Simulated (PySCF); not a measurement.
Molecule: sum formula Si$_{2}$H$_{3}$F$_{2}$, net charge 0, doublet state. It need not be the lowest isomer of its formula. SMILES: F[SiH](F)[SiH2]
Coordinates optimised at B3LYP-D3(BJ)/def2-TZVP (Ansatz):
```
Si
F 1 1.5983
F 1 1.5983 2 107.69
H 1 1.4770 2 106.90 3 -114.57
Si 1 2.3297 4 118.12 2 122.45
H 5 1.4835 1 113.24 4 -63.41
H 5 1.4835 6 110.50 1 -128.25
```
Charge 0, spin multiplicity 2.

Dispersion corrections to the total energy (kcal/mol) from the dftd3 and dftd4 libraries through PySCF: D3(BJ) without and D4 with the three-body term, each with the damping fitted for the functional named.

```csv
functional,D3(BJ),D4
revPBE,-7.47,-9.38
B2GP-PLYP,[?],-1.42
PBE,[?],-3.36
B2PLYP,-2.98,-2.33
PBE0,-2.82,-2.84
r2SCAN,-0.85,[?]
PW6B95,-1.96,-2.85
```

Q: Some entries are withheld; supply them.

A: 
- B2GP-PLYP, D3(BJ): -3.30
- PBE, D3(BJ): -3.10
- r2SCAN, D4: -0.76
